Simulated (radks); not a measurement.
Species: Hg LX. Configuration: [Ar] 3d3.

Method: non-relativistic Kohn-Sham, PBE, spin-unpolarised, spherical densities, point nucleus; relativity is left out, which matters for an element this heavy; computed with a radial shooting solver on a logarithmic mesh with Libxc functionals.

Energy parts (eV):
part                      energy
total                 -406857.17
kinetic                406827.79
electron-nucleus      -859130.63
Hartree                 50735.58
exchange-correlation    -5289.90

Orbitals (lengths in bohr, moments of r in powers of bohr):
| orbital | occ. | eigenvalue (eV) | <r> |
|---|---|---|---|
| 1s | 2 | -79189.80 | 0.01892 |
| 2s | 2 | -16610.35 | 0.07905 |
| 2p | 6 | -16169.33 | 0.06677 |
| 3s | 2 | -6514.845 | 0.1893 |
| 3p | 6 | -6331.535 | 0.1790 |
| 3d | 3 | -6026.722 | 0.1543 |
| 4s | 0 | -3445.470 | 0.3529 |
| 4p | 0 | -3363.604 | 0.3453 |

The highest occupied level is 3d at -6026.7 eV. The density falls to 0.001 e/bohr^3 at r = 0.57 bohr. The electron density at the nucleus is 3.67e+05 e/bohr^3. Virial ratio -V/T = 2.00007.
